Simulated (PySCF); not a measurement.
Vertical excitations of a molecule C3H9Ga from TDDFT-CAM-B3LYP/def2-SVPD (PySCF), as energy in eV (oscillator strength): 5.48 (0.000), 5.48 (0.000), 6.61 (0.105), 6.61 (0.105), 7.93 (0.000), 8.07 (0.018), 8.07 (0.018), 8.09 (0.000), 8.61 (0.019), 8.61 (0.019). Lowest triplet (TDA): 5.18 eV. Geometry optimised at ωB97X-D3(BJ)/def2-SVP. One conformer was computed; it need not be the lowest.

Task: Which structure fits?
(A) CC[CH2][GaH2]
(B) C[CH](C)[GaH2]
(C) [CH3][Ga]([CH3])[CH3]
(D) C[CH2][GaH][CH3]

Result: C, [CH3][Ga]([CH3])[CH3]
